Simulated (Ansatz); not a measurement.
System: CH₃Se₂, net charge 0, doublet state. It need not be the lowest isomer of its formula. SMILES: C[Se][Se]
Geometry: optimised at B3LYP-D3(BJ)/def2-TZVP (Ansatz, a quantum-chemistry and plane-wave program).

Parts of the frozen-core correlation energy in cc-pVTZ (Ansatz, hartree). Frozen orbitals: 29; correlated occupied orbitals by spin: 10 and 9; virtual: 119 and 120. Open shells are spin-unrestricted. Spin-orbit coupling is left out. No relativistic terms.

| term | value |
|---|---|
| reference (HF) | -4839.41741 |
| MP2 opposite-spin | -0.35386 |
| MP2 same-spin | -0.10678 |
| CCSD correlation | -0.50226 |
| (T) | -0.02340 |
| T1 diagnostic | 0.027 |
| largest doubles amplitude | 0.050 |
| <S^2> of the reference | 0.767 |
